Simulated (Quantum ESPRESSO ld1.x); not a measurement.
Input (ld1.x (Quantum ESPRESSO 7.5)):

```
 &input
    zed=18.0,
    iswitch=1,
    rel=1,
    dft='PBE',
    config='[He]',
    prefix='ld1',
    max_out_wfc=37,
    file_charge='ld1.rho',
 /
```

Output:

```
     Program LD1 v.7.5 starts

     --------------------------- All-electron run ----------------------------

     scalar relativistic calculation

     atomic number is 18.00
     dft =PBE   lsd =0 sic =0 latt =0  beta=0.20 tr2=1.0E-14
     Exchange-correlation= PBE
                           (   1   4   3   4   0   0   0)
     mesh =1937 r(mesh) =  99.24864 a.u. xmin = -8.00 dx = 0.00800
     1 Ry =  13.60569312 eV, c = 137.03599908

     n l     nl                  e(Ry)          e(Ha)          e(eV)
     1 0     1S 1( 2.00)      -294.8656      -147.4328     -4011.8502

     final scf error:  7.1E-15 reached in  21 iterations

     Etot =    -628.063166 Ry,    -314.031583 Ha,   -8545.234703 eV

     Ekin =     633.326635 Ry,     316.663317 Ha,    8616.847837 eV
     Encl =   -1283.891126 Ry,    -641.945563 Ha,  -17468.228666 eV
     Eh   =      44.334612 Ry,      22.167306 Ha,     603.203119 eV
     Exc  =     -21.833286 Ry,     -10.916643 Ha,    -297.056994 eV

     normalization and overlap integrals

     s(1S/1S) =  1.000000  <r> =   0.0848  <r2> =    0.0096  r(max) =   0.0560

     ------------------------ End of All-electron run ------------------------
```

Run on one thread of a shared host, so times are rough (Intel(R) Xeon(R) Processor @ 2.60GHz): 0.54 s of CPU time, 0.57 s wall, 21 iterations on 1937 mesh points.
